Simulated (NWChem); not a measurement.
## Atomisation of digermane (H6Ge2)

SMILES: [GeH3][GeH3]
```xyz
8

Ge     1.2103     0.0511     0.0000
Ge    -1.2103    -0.0511     0.0000
H      1.7152     0.7951     1.2506
H      1.7152     0.7951    -1.2506
H      1.8066    -1.3691     0.0000
H     -1.7152    -0.7951     1.2506
H     -1.7152    -0.7951    -1.2506
H     -1.8066     1.3691     0.0000
```
Charge 0, spin multiplicity 1.

Program: NWChem. The geometry was optimised at PBE0/def2-SVP, a minimum by its harmonic frequencies.

Basis set: def2-TZVP. The atomisation energy is electronic alone: no zero-point, thermal, spin-orbit or counterpoise terms. No value is extrapolated to the basis-set limit. Free atoms are single determinants with multiplicities Ge 3, H 2. Correlated methods freeze the same cores in atoms and molecule, 18 orbitals in all.

Costs are rough ratios of processor time within this set of runs, SCF included, with HF as 1. Costs are the molecule's.

The Hamiltonian is non-relativistic. B3LYP has NWChem's definition, with VWN1-RPA local correlation. No SCF solution was tested for a lower state. Open-shell Hartree-Fock references start from PBE0 orbitals; any time given for them includes that run.

```csv
method,atomisation energy (kcal/mol),relative cost
MP2,458.3,3
BHandHLYP,(withheld),under 3
PBE0,474.4,under 3
PBE,472.6,under 3
BP86,489.2,under 3
TPSS,(withheld),under 3
HF,362.4,1
B3LYP,478.4,under 3
```

### Question
What belongs in the gaps?

### Answer

- BHandHLYP, atomisation energy (kcal/mol): 476.6
- TPSS, atomisation energy (kcal/mol): 496.8
